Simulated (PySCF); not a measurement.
## J couplings in `C/C(=C\I)CN`, C4H8IN

Geometry:
```
atom   x (Å)   y (Å)   z (Å)
  C1   0.790  -1.287  -0.422
  C2   0.415   0.148  -0.243
  C3   1.262   1.183  -0.223
  I4   3.339   1.062  -0.462
  C5  -1.062   0.434  -0.086
  N6  -1.614  -0.290   1.041
  H7   1.841  -1.476  -0.166
  H8   0.136  -1.911   0.203
  H9   0.639  -1.589  -1.473
 H10   0.923   2.213  -0.088
 H11  -1.570   0.074  -0.999
 H12  -1.216   1.532  -0.058
 H13  -1.275   0.103   1.917
 H14  -2.629  -0.223   1.055
```

Method: indirect couplings at PBE0/pcJ-1 (dyall-v2z on I), gas phase, finite nuclei, structure from PBE0-D3(BJ)/def2-SVP; PySCF 2.14.0.

Non-relativistic values:
```json
{"coupling": "1J(127I,13C)", "atoms": "I4 – C3", "J (Hz)": "-154.8"}
{"coupling": "2J(127I,13C)", "atoms": "I4 – C2", "J (Hz)": "-13.8"}
{"coupling": "2J(127I,1H)", "atoms": "I4 – H10", "J (Hz)": "35.3"}
{"coupling": "3J(127I,13C)", "atoms": "I4 – C1", "J (Hz)": "6.2"}
{"coupling": "3J(127I,13C)", "atoms": "I4 – C5", "J (Hz)": "-2.7"}
{"coupling": "4J(127I,1H)", "atoms": "I4 – H7/H8/H9", "J (Hz)": "-0.6"}
{"coupling": "5J(127I,1H)", "atoms": "I4 – H13/H14", "J (Hz)": "1.1"}
```

What do two-component X2C with spin–orbit coupling give?

## Answers


```
    coupling          atoms  with spin–orbit (Hz)
1J(127I,13C)        I4 – C3                -192.9
2J(127I,13C)        I4 – C2                 -19.1
 2J(127I,1H)       I4 – H10                  38.9
3J(127I,13C)        I4 – C1                   5.2
3J(127I,13C)        I4 – C5                  -5.0
 4J(127I,1H)  I4 – H7/H8/H9                  -0.5
 5J(127I,1H)   I4 – H13/H14                   1.1
```

The largest listed coupling, 1J(127I,13C), ends at 1.25 times its non-relativistic value. Equivalent partners are averaged, as under fast rotation. In the static structure 4J(127I,1H) spreads over -1.3, 1.6, -1.8 Hz. Couplings to strongly quadrupolar nuclei (127I) are seldom resolved in solution.
